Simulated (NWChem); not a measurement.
System: TiH3Br; SMILES [TiH3][Br]

NWChem input:

```
start job
memory heap 200 mb stack 900 mb global 1100 mb
geometry units angstroms noautoz
  Ti     0.000000     0.000000     1.282904
  Br     0.000000     0.000000    -1.026389
  H      1.336210     0.849367     1.835395
  H     -1.403679     0.732508     1.835395
  H      0.067468    -1.581876     1.835395
end
basis spherical
  Ti library def2-svp
  Br library def2-svp
  H library def2-svp
end
dft
  xc xctpssh
  iterations 150
  mulliken
end
task dft energy
```

NWChem printed, in part:

```
             Northwest Computational Chemistry Package (NWChem) 7.3.0
             --------------------------------------------------------

 C3V symmetry detected

                             Geometry "geometry" -> ""
                             -------------------------

 Output coordinates in angstroms (scale by  1.889725989 to convert to a.u.)

  No.       Tag          Charge          X              Y              Z
 ---- ---------------- ---------- -------------- -------------- --------------
    1 Ti                  22.0000     0.00000000     0.00000000     1.31946303
    2 Br                  35.0000     0.00000000     0.00000000    -0.98982997
    3 H                    1.0000     1.11957193     1.11957193     1.87195403
    4 H                    1.0000    -1.52936369     0.40979177     1.87195403
    5 H                    1.0000     0.40979177    -1.52936369     1.87195403

 Effective nuclear repulsion energy (a.u.)     214.8412642308

      Symmetry information
      --------------------

 Group name             C3v
 Group number             17
 Group order               6
 No. of unique centers     3

                                 NWChem DFT Module
                                 -----------------

 Summary of "ao basis" -> "ao basis" (spherical)
 ------------------------------------------------------------------------------
       Tag                 Description            Shells   Functions and Types
 ---------------- ------------------------------  ------  ---------------------
 Ti                         def2-svp                11       31   5s3p2d1f
 Br                         def2-svp                12       32   5s4p3d
 H                          def2-svp                 3        5   2s1p

      Symmetry analysis of basis
      --------------------------

        a1         28
        a2          2
        e          48

  Rotation of axis

            General Information
            -------------------
          SCF calculation type: DFT
          Wavefunction type:  closed shell.
          No. of atoms     :     5
          No. of electrons :    60
           Alpha electrons :    30
            Beta electrons :    30
          Charge           :     0
          Spin multiplicity:     1
          Use of symmetry is: on ; symmetry adaption is: on
          Maximum number of iterations: 150
          AO basis - number of functions:    78
                     number of shells:    32
          Convergence on energy requested:  1.00D-06
          Convergence on density requested:  1.00D-05
          Convergence on gradient requested:  5.00D-04

              XC Information
              --------------
                  TPSS hybrid Method XC Functional
                     Hartree-Fock (Exact) Exchange  0.100
                  TPSS metaGGA Exchange Functional  0.900
             TPSS03 metaGGA Correlation Functional  1.000

             Grid Information
             ----------------
          Grid used for XC integration:  medium
          Radial quadrature: Mura-Knowles
          Angular quadrature: Lebedev.
          Tag              B.-S. Rad. Rad. Pts. Rad. Cut. Ang. Pts.
          ---              ---------- --------- --------- ---------
          Ti                  1.40      112          10.0       590
          Br                  1.15      112          10.0       590
          H                   0.35       45          10.0       434
          Grid pruning is: on
          Number of quadrature shells:   269
          Spatial weights used:  Erf1

      Superposition of Atomic Density Guess
      -------------------------------------

 Sum of atomic energies:       -3421.84219213

      Non-variational initial energy
      ------------------------------

 Total energy =   -3421.700836
 1-e energy   =   -5173.854161
 2-e energy   =    1537.312061
 HOMO         =      -0.314928
 LUMO         =       0.028973

      Symmetry analysis of molecular orbitals - initial
      -------------------------------------------------

  Numbering of irreducible representations:

     1 a1          2 a2          3 e

  Orbital symmetries:

     1 a1          2 a1          3 a1          4 a1          5 e
     6 e           7 a1          8 e           9 e          10 a1
    11 a1         12 a1         13 e          14 e          15 a1
    16 e          17 e          18 e          19 e          20 a1
    21 a1         22 e          23 e          24 a1         25 a1
    26 e          27 e          28 a1         29 e          30 e
    31 e          32 e          33 a1         34 e          35 e
    36 a1         37 a1         38 a1         39 e          40 e

     ---------------------------------------------
      Total Density - Mulliken Population Analysis
     ---------------------------------------------

    Atom       Charge   Shell Charges
 -----------   ------   -------------------------------------------------------
    1 Ti  22    20.12   2.00  2.00  2.00  0.77  0.05  6.00  5.99  0.47  0.36  0.47  0.01
    2 Br  35    35.56   2.00  2.00  2.00  1.37  0.57  6.00  5.99  2.49  3.14  8.23  1.73  0.05
    3 H    1     1.44   0.81  0.62  0.00
    4 H    1     1.44   0.81  0.62  0.00
    5 H    1     1.44   0.81  0.62  0.00

   convergence    iter        energy       DeltaE   RMS-Dens  Diis-err
 ---------------- ----- ----------------- --------- --------- ---------
 d= 0,ls=0.0,diis     1  -3424.5276307554 -3.64D+03  6.60D-02  1.38D+00
 d= 0,ls=0.0,diis     2  -3407.6491847978  1.69D+01  4.26D-02  9.15D+01
 d= 0,ls=0.0,diis     3  -3421.9776716766 -1.43D+01  1.03D-02  3.11D+01
 d= 0,ls=0.0,diis     4  -3419.8207398418  2.16D+00  1.33D-02  5.52D+01
 d= 0,ls=0.0,diis     5  -3422.9867407292 -3.17D+00  2.09D-02  2.02D+01
 d= 0,ls=0.0,diis     6  -3424.8649673917 -1.88D+00  4.01D-03  3.67D-01
  Resetting Diis
 d= 0,ls=0.0,diis     7  -3424.8972900407 -3.23D-02  1.70D-03  1.65D-01
 d= 0,ls=0.0,diis     8  -3424.9114833213 -1.42D-02  9.19D-03  6.40D-02
 d= 0,ls=0.0,diis     9  -3424.8188401963  9.26D-02  7.78D-03  5.22D-01
 d= 0,ls=0.0,diis    10  -3424.9204847524 -1.02D-01  5.45D-04  6.43D-03
 d= 0,ls=0.0,diis    11  -3424.9212088599 -7.24D-04  3.18D-04  1.60D-03
 d= 0,ls=0.0,diis    12  -3424.9214628942 -2.54D-04  7.26D-05  6.91D-05
 d= 0,ls=0.0,diis    13  -3424.9214732999 -1.04D-05  8.72D-06  4.66D-07
 d= 0,ls=0.0,diis    14  -3424.9214733767 -7.67D-08  2.17D-06  2.45D-08

         Total DFT energy =    -3424.921473376664
      One electron energy =    -5173.941125862939
           Coulomb energy =     1668.533570689492
    Exchange-Corr. energy =     -134.355182433996
 Nuclear repulsion energy =      214.841264230779

 Numeric. integr. density =       59.999988044055

                  Occupations of the irreducible representations
                  ----------------------------------------------

                     irrep           alpha         beta
                     --------     --------     --------
                     a1               14.0         14.0
                     a2                0.0          0.0
                     e                16.0         16.0

                       DFT Final Molecular Orbital Analysis
                       ------------------------------------

 Vector   28  Occ=2.000000D+00  E=-3.201083D-01  Symmetry=e
              MO Center= -4.4D-02,  1.0D-02, -3.8D-01, r^2= 2.5D+00
   Bfn.  Coefficient  Atom+Function         Bfn.  Coefficient  Atom+Function
  ----- ------------  ---------------      ----- ------------  ---------------
    46      0.495996  2 Br px                43      0.452675  2 Br px
    40     -0.300740  2 Br px                18      0.232116  1 Ti d  1
    47     -0.141717  2 Br py                44     -0.129339  2 Br py
    69      0.126543  4 H  s                 23      0.118841  1 Ti d  1
    19      0.109510  1 Ti d  2              37      0.097765  2 Br px

 Vector   29  Occ=2.000000D+00  E=-3.103004D-01  Symmetry=e
              MO Center=  2.5D-01, -4.3D-01,  1.3D+00, r^2= 3.0D+00
   Bfn.  Coefficient  Atom+Function         Bfn.  Coefficient  Atom+Function
  ----- ------------  ---------------      ----- ------------  ---------------
    74      0.331951  5 H  s                 19     -0.255213  1 Ti d  2
    75      0.228110  5 H  s                 47     -0.217940  2 Br py
    64     -0.204302  3 H  s                 44     -0.203256  2 Br py
    15     -0.196497  1 Ti d -2              10      0.195448  1 Ti py
    16     -0.173848  1 Ti d -1              13     -0.143467  1 Ti py

 Vector   30  Occ=2.000000D+00  E=-3.103004D-01  Symmetry=e
              MO Center= -2.5D-01,  4.3D-01,  1.3D+00, r^2= 3.0D+00
   Bfn.  Coefficient  Atom+Function         Bfn.  Coefficient  Atom+Function
  ----- ------------  ---------------      ----- ------------  ---------------
    69      0.309606  4 H  s                 64     -0.265350  3 H  s
    15     -0.255213  1 Ti d -2              46     -0.217940  2 Br px
    70      0.212754  4 H  s                 43     -0.203256  2 Br px
    19      0.196497  1 Ti d  2               9      0.195448  1 Ti px
    65     -0.182343  3 H  s                 18      0.173848  1 Ti d  1

 Vector   31  Occ=0.000000D+00  E=-1.385118D-01  Symmetry=e
              MO Center= -8.6D-03, -2.1D-02,  1.2D+00, r^2= 1.2D+00
   Bfn.  Coefficient  Atom+Function         Bfn.  Coefficient  Atom+Function
  ----- ------------  ---------------      ----- ------------  ---------------
    18      0.511041  1 Ti d  1              15      0.464671  1 Ti d -2
    16     -0.338569  1 Ti d -1              23      0.240997  1 Ti d  1
    20      0.216650  1 Ti d -2              21     -0.159663  1 Ti d -1
    46     -0.134311  2 Br px                43     -0.108434  2 Br px
    19     -0.094329  1 Ti d  2              47     -0.088982  2 Br py

[...]
```

Level: TPSSh/def2-SVP. The geometry was optimised at PBE0/def2-SVP.
